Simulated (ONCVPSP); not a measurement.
**Reading a pseudo-wave (oxygen (O))**

Columns: radius, all-electron u(r) and pseudo u(r) of the 2s shell (level -31.39 eV) of oxygen in the configuration [He] 2s2 2p3.5; PBE, scalar-relativistic, ONCV scheme, ONCVPSP 4.0.1.

| r (bohr) | all-electron | pseudo |
| --- | --- | --- |
| 0.100 | -0.4297 | 0.0829 |
| 0.200 | -0.2499 | 0.1896 |
| 0.300 | 0.0829 | 0.3298 |
| 0.400 | 0.4002 | 0.4983 |
| 0.500 | 0.6490 | 0.6695 |
| 0.600 | 0.8209 | 0.8215 |
| 0.700 | 0.9232 | 0.9232 |
| 0.800 | 0.9700 | 0.9700 |
| 0.900 | 0.9750 | 0.9750 |
| 1.000 | 0.9507 | 0.9506 |
| 1.100 | 0.9068 | 0.9067 |
| 1.200 | 0.8507 | 0.8507 |
| 1.300 | 0.7882 | 0.7882 |
| 1.400 | 0.7230 | 0.7230 |
| 1.500 | 0.6580 | 0.6580 |
| 1.600 | 0.5950 | 0.5950 |
| 1.700 | 0.5352 | 0.5352 |
| 1.800 | 0.4793 | 0.4793 |
| 1.900 | 0.4277 | 0.4277 |
| 2.000 | 0.3804 | 0.3804 |
| 2.100 | 0.3375 | 0.3375 |
| 2.200 | 0.2988 | 0.2988 |
| 2.300 | 0.2640 | 0.2639 |
| 2.400 | 0.2328 | 0.2328 |
| 2.500 | 0.2050 | 0.2050 |
| 2.600 | 0.1803 | 0.1803 |

(1) How many radial nodes do the two functions have?

(2) At about which radius was the pseudo-wave matched?

(3) Where does each function peak?

(4) Is the pseudo-wave norm-conserving?

## Answers

(1) The all-electron 2s function has n − l − 1 = 1; the pseudo-wave has 0, since the states of the same l below it are removed with the core.

(2) 0.70 bohr, where the columns begin to agree (steps of 0.10 bohr).

(3) Outermost all-electron maximum near 0.90 bohr, pseudo maximum near 0.90 bohr (to the table’s step).

(4) Yes: the ONCV scheme keeps the norm inside the radius equal to the all-electron one, which fixes the energy derivative of the logarithmic derivative at the level.
